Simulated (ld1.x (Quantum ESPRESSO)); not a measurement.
**Ag (Z = 47): excitation energies, all-electron against TM semilocal**

```
Element                 : silver
Generator               : ld1.x (Quantum ESPRESSO) 7.5
Type                    : norm-conserving Troullier–Martins (semilocal form)
Functional              : LDA (PZ)
Relativity              : scalar-relativistic
Frozen core             : [Kr]
Valence charge          : 11
Reference configuration : 4d10 5s1 5p0
Partial waves           : 5s (bound): rc 2.70 bohr; 5p (bound, empty): rc 2.50 bohr; 4d (bound): rc 1.85 bohr
Local potential         : the d channel
Core correction         : none
```

Energies are relative to the spin-unpolarised reference configuration 4d10 5s1 5p0; without spin polarisation the order of configurations can differ from experiment. Spin-polarised rows fill each open shell by Hund’s rule, majority spin first.

```json
{"valence configuration": "4d9 5s0 5p0", "charge": "+2", "ΔE all-electron (eV)": "30.485", "error AE − PS (meV)": "-11"}
{"valence configuration": "4d8 5s0 5p0", "charge": "+3", "ΔE all-electron (eV)": "66.919", "error AE − PS (meV)": "-134"}
{"valence configuration": "4d10 5s0.5 5p0", "charge": "+0.5", "ΔE all-electron (eV)": "3.186", "error AE − PS (meV)": "-0.9"}
{"valence configuration": "4d7 5s0 5p0", "charge": "+4", "ΔE all-electron (eV)": "118.846", "error AE − PS (meV)": "-448"}
{"valence configuration": "4d10 5s0 5p1", "charge": "0", "ΔE all-electron (eV)": "4.021", "error AE − PS (meV)": "-0.3"}
{"valence configuration": "4d10 5s1 5p0 (spin-polarised)", "charge": "0", "ΔE all-electron (eV)": "-0.149", "error AE − PS (meV)": "+2.4"}
{"valence configuration": "4d9 5s0 5p0 (spin-polarised)", "charge": "+2", "ΔE all-electron (eV)": "30.325", "error AE − PS (meV)": "+99"}
```

(1) What are ΔE and the potential's error for 4d10 5s0 5p0?

(2) What are ΔE and the potential's error for 4d9 5s1 5p1?

Levels in the configuration 4d9 5s1 5p1:

| level | all-electron (eV) | pseudo (eV) |
| --- | --- | --- |
| 4d | -12.649 | -12.737 |
| 5s | -7.033 | -7.025 |
| 5p | -2.264 | -2.246 |

## Answers

(1) ΔE = 8.102 eV all-electron; the error (AE − PS) is -3.0 meV.

(2) ΔE = 8.572 eV all-electron; the error (AE − PS) is -45 meV.
